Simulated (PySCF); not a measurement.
## Assignment exercise: C5H9FO3Si

Atom-mapped SMILES (the numbers label the heavy atoms): `[O:1]=[C:2]([OH:3])/[CH:4]=[C:5](/[CH2:6][CH2:7][F:8])[SiH2:9][OH:10]` (H(Xn): hydrogen on atom n).

Level of theory: coordinates at the GFN2-xTB level, PBE0/pcSseg-1 with gauge-including orbitals, in PySCF 2.14.0 with density-fitted response routines (equivalent nuclei averaged, no solvent model, relativity neglected, one conformer).

References, each an isolated molecule treated in the same way: TMS for 13C, 1H.

**Question.** Assign these signals to the numbered atoms. 13C{1H} NMR (computed): δ 188.8, 175.1, 133.1, 90.0, 45.5.

**Answer.** 
| δ (ppm) | atoms | environment | reason |
| --- | --- | --- | --- |
| 188.8 | C5 | β carbon of a C=C–C=O unit | conjugation with the carbonyl draws π density from the β position |
| 175.1 | C2 | carboxylic acid carbon | lone-pair donation from the attached heteroatom keeps it upfield of a ketone carbonyl |
| 133.1 | C4 | α carbon of a C=C–C=O unit | an sp2 carbon of a C=C bond |
| 90.0 | C7 | sp3 CH2 bonded to F | deshielded by the electronegative neighbour |
| 45.5 | C6 | allylic sp3 CH2 | a saturated carbon with 2 carbon neighbours and no heteroatom attached |

**Question.** Assign these signals to the numbered atoms. 1H NMR (600 MHz, computed): δ 6.49 (s, 1H), 6.39 (br s, 1H), 5.02 (s, 2H), 4.73 (m, 2H), 2.85 (m, 2H), 2.37 (br s, 1H).

**Answer.** 
| δ (ppm) | atoms | environment | reason |
| --- | --- | --- | --- |
| 6.49 | H(C4) | hydrogen on an α carbon of a C=C–C=O unit | a vinylic proton, deshielded by the sp2 carbon and the C=C anisotropy |
| 6.39 | H(O3) | hydrogen on an acid hydroxyl oxygen | exchangeable, gas-phase position |
| 5.02 | H(Si9) | hydrogen on a silicon bonded to C, O | – |
| 4.73 | H(C7) | hydrogen on an sp3 CH2 bonded to F | its carbon carries F, hence the downfield position |
| 2.85 | H(C6) | hydrogen on an allylic sp3 CH2 | allylic position |
| 2.37 | H(O10) | hydrogen on an oxygen bonded to Si | exchangeable; this is the value without hydrogen bonding to other molecules |

H(C4) and H(O3) lie closer than the usual error of such a calculation, so a measured spectrum could show them in the other order.

The OH or NH signal is concentration- and solvent-dependent in practice; the value given is the gas-phase one. Splittings by 19F in the carbon and heteronuclear signals aren't shown, as no couplings were computed. Shifts are as computed. Against solution values, carbons near 30 ppm lie about +3 ppm off and those near 130 ppm about +5 ppm. Of 1211 compounds with measured shifts, 218 miss one by over three times the rms of a fit or turn the order of signals round; such compounds aren't used in these exercises. The C=O carbon of an acid or of an amide with N–H lies up to 10 ppm further downfield in solution, through hydrogen bonding that the calculation lacks. No couplings were computed; multiplicities are counted from neighbouring protons, with m where these are inequivalent, close in shift, in a saturated or five-membered ring or joined by F or P, and br s for small geminal =CH2 splittings.
